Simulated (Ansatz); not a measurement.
Consider the cleavage of the Si–Al bond: `[F][Al]([SiH3])[SH]` + `[OH][In]([SH])[Br]` → `[SiH3][O][In]([SH])[Br]` + `[F][AlH][SH]`.

Gas-phase electronic energies from Ansatz, PBE0-D4/def2-TZVP geometries. CCSD(T)/CBS is the MP2 limit (def2-TZVPP, def2-QZVPP) plus CCSD(T) − MP2 in def2-TZVPP, frozen cores. This one scheme is used for every species. DFT in def2-TZVPP. B3LYP here is the variant with VWN-RPA as its local correlation; programs differ in this. Elements past krypton have def2 core potentials. For Br, In outer-core shells are correlated without core-valence functions, which leaves a few kJ/mol of doubt a bond. Scalar relativity is left out up to krypton. One conformer a species, not always the lowest.

```json
{"level": "PBE-D4", "ΔE (kcal/mol)": "-14.5", "difference from CCSD(T)/CBS": "7.7"}
{"level": "r2SCAN-D4", "ΔE (kcal/mol)": "-19.8", "difference from CCSD(T)/CBS": "2.4"}
{"level": "PBE0-D4", "ΔE (kcal/mol)": "-17.1", "difference from CCSD(T)/CBS": "5.1"}
{"level": "B3LYP-D4", "ΔE (kcal/mol)": "-21.2", "difference from CCSD(T)/CBS": "1.0"}
{"level": "ωB97X-V", "ΔE (kcal/mol)": "-21.2", "difference from CCSD(T)/CBS": "1.0"}
{"level": "ωB97M-V", "ΔE (kcal/mol)": "-22.5", "difference from CCSD(T)/CBS": "-0.3"}
{"level": "B2PLYP", "ΔE (kcal/mol)": "-22.3", "difference from CCSD(T)/CBS": "-0.1"}
{"level": "PBE", "ΔE (kcal/mol)": "-14.1", "difference from CCSD(T)/CBS": "8.1"}
{"level": "r2SCAN", "ΔE (kcal/mol)": "-19.6", "difference from CCSD(T)/CBS": "2.6"}
{"level": "PBE0", "ΔE (kcal/mol)": "-16.7", "difference from CCSD(T)/CBS": "5.5"}
{"level": "B3LYP", "ΔE (kcal/mol)": "-20.6", "difference from CCSD(T)/CBS": "1.6"}
{"level": "HF/def2-TZVPP", "ΔE (kcal/mol)": "-28.0", "difference from CCSD(T)/CBS": "-5.8"}
{"level": "MP2/def2-TZVPP", "ΔE (kcal/mol)": "-24.2", "difference from CCSD(T)/CBS": "-2.0"}
{"level": "SCS-MP2/def2-TZVPP", "ΔE (kcal/mol)": "-25.1", "difference from CCSD(T)/CBS": "-2.9"}
{"level": "CCSD/def2-TZVPP", "ΔE (kcal/mol)": "-22.8", "difference from CCSD(T)/CBS": "-0.6"}
{"level": "CCSD(T)/def2-TZVPP", "ΔE (kcal/mol)": "-22.0", "difference from CCSD(T)/CBS": "0.2"}
{"level": "HF/def2-QZVPP", "ΔE (kcal/mol)": "-28.7", "difference from CCSD(T)/CBS": "-6.5"}
{"level": "MP2/def2-QZVPP", "ΔE (kcal/mol)": "-24.5", "difference from CCSD(T)/CBS": "-2.3"}
{"level": "SCS-MP2/def2-QZVPP", "ΔE (kcal/mol)": "-25.3", "difference from CCSD(T)/CBS": "-3.1"}
{"level": "HF/CBS(def2)", "ΔE (kcal/mol)": "-28.8", "difference from CCSD(T)/CBS": "-6.6"}
{"level": "MP2/CBS(def2)", "ΔE (kcal/mol)": "-24.3", "difference from CCSD(T)/CBS": "-2.1"}
{"level": "CCSD/CBS(def2)", "ΔE (kcal/mol)": "-22.9", "difference from CCSD(T)/CBS": "-0.7"}
{"level": "CCSD(T)/CBS", "ΔE (kcal/mol)": "-22.2", "difference from CCSD(T)/CBS": "0"}
```

Largest T1 diagnostic among the species: 0.013.

In def2-TZVPP, CCSD(T) changes the Hartree–Fock value by +6.0 kcal/mol (the triples alone add +0.8 kcal/mol) and MP2 by +3.8 kcal/mol. From PBE to PBE0 (25 % exact exchange), in def2-TZVPP and without D4, ΔE moves by −2.6 kcal/mol.
